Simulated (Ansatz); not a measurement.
Cl3H2InO (`[OH2+][In-]([Cl])([Cl])[Cl]`). Charge 0, multiplicity 1. In takes the def2 core potential. The geometry is a stationary point of PBE0-D4/def2-TZVP. It is one conformer, not always the lowest.

```xyz
7

O     0.235    0.631   -1.149
In   -0.330   -0.246    0.898
Cl    1.898   -0.296    1.559
Cl   -1.751    1.302    1.841
Cl   -1.221   -2.147   -0.100
H     1.193    0.740   -1.202
H    -0.023    0.016   -1.847
```

Question: What is the dipole moment at PBE/def2-TZVPP? (Best estimate.)

Answer: The calculation gave: 4.11 D, with components (1.55, 0.74, -3.74) D in this frame, pointing from negative to positive charge.

Question: And with r2SCAN, B3LYP, ωB97M-V? (Estimate.)

Answer: Ansatz gave: r2SCAN 4.21 D, B3LYP 4.16 D, ωB97M-V 4.19 D.

Question: Give the Mulliken charges with PBE, r2SCAN, B3LYP in def2-TZVPP. (An estimate is asked.)

Answer: Ansatz gave: 
```json
{"atom": "O1", "PBE": "-0.28", "r2SCAN": "-0.33", "B3LYP": "-0.31"}
{"atom": "In2", "PBE": "0.86", "r2SCAN": "0.96", "B3LYP": "0.94"}
{"atom": "Cl3", "PBE": "-0.36", "r2SCAN": "-0.39", "B3LYP": "-0.38"}
{"atom": "Cl4", "PBE": "-0.33", "r2SCAN": "-0.36", "B3LYP": "-0.35"}
{"atom": "Cl5", "PBE": "-0.36", "r2SCAN": "-0.39", "B3LYP": "-0.38"}
{"atom": "H6", "PBE": "0.23", "r2SCAN": "0.25", "B3LYP": "0.23"}
{"atom": "H7", "PBE": "0.23", "r2SCAN": "0.25", "B3LYP": "0.23"}
```

B3LYP here is the variant with VWN-RPA as its local correlation; programs differ in this.
